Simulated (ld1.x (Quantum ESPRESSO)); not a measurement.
Configuration tests for tin (ultrasoft)

tin (Sn), ultrasoft, made with ld1.x (Quantum ESPRESSO) 7.5 (Wu–Cohen, scalar-relativistic). Core [Ar] 3d10, reference 4s2 4p6 4d10 5s1.75 5p2.25. Waves: 4s (bound): rcut 1.15, rcutus 1.50 bohr; 5s (bound): rcut 1.15, rcutus 1.50 bohr; 4p (bound): rcut 1.15, rcutus 1.20 bohr; 5p (bound): rcut 1.15, rcutus 1.20 bohr; 4d (bound): rcut 1.10, rcutus 1.35 bohr; 4d channel at -1.25 Ry: rcut 1.10, rcutus 1.35 bohr. Local part: all-electron potential smoothed inside 1.10 bohr (lloc = -2). Core correction: a·sin(br)/r model core inside 1.25 bohr. Augmentation charge: built from norm-conserving waves at rcut, not smoothed further.

Energies are relative to the spin-unpolarised reference configuration 4s2 4p6 4d10 5s1.75 5p2.25; without spin polarisation the order of configurations can differ from experiment. Not all tests gave a result: 2 of 7 tests not solved or not reliable. Left out of the table: 4s2 4p6 4d9 5s2 5p3 (solver errors, printed error -81.5 eV); 4s2 4p6 4d9 5s2 5p2 (solver errors, printed error -24.1 eV).

Its overlap operator is not positive definite in a basis up to 400 Ry (lowest eigenvalue p -1.11), so the file is unfit for use: the generalised eigenproblem breaks down once the basis is large enough, and its test numbers describe a broken file.

```tsv
valence configuration	charge	ΔE all-electron (eV)	error AE − PS (meV)
4s2 4p6 4d10 5s2 5p2	0	-1.733	-565
4s2 4p6 4d10 5s2 5p1	+1	5.170	-397
4s2 4p6 4d10 5s2 5p0	+2	19.155	-1019
4s2 4p6 4d10 5s2 5p1.5	+0.5	0.893	-511
4s2 4p6 4d10 5s2 5p2.3	-0.3	-2.584	-567
```

These tests converged, but a pseudo level misses the all-electron one widely, so the file describes the atom poorly there or has found another state: 4s2 4p6 4d10 5s2 5p2: 5s by 2.3 eV; 4s2 4p6 4d10 5s2 5p1: 5s by 3.0 eV; 4s2 4p6 4d10 5s2 5p0: 5s by 3.2 eV; 4s2 4p6 4d10 5s2 5p1.5: 5s by 2.6 eV; 4s2 4p6 4d10 5s2 5p2.3: 5s by 2.2 eV. ld1.x printed “convergence not achieved” for 4 of the counted tests; their residual had stalled under 1e-8, short of the target of 1e-14.

A Bessel basis up to 400 Ry misses an occupied level by 1.39 Ry, so cutoffs and ghosts were not judged.  The potential misses its own reference levels by up to 2.4 eV, so it is not fit for use.
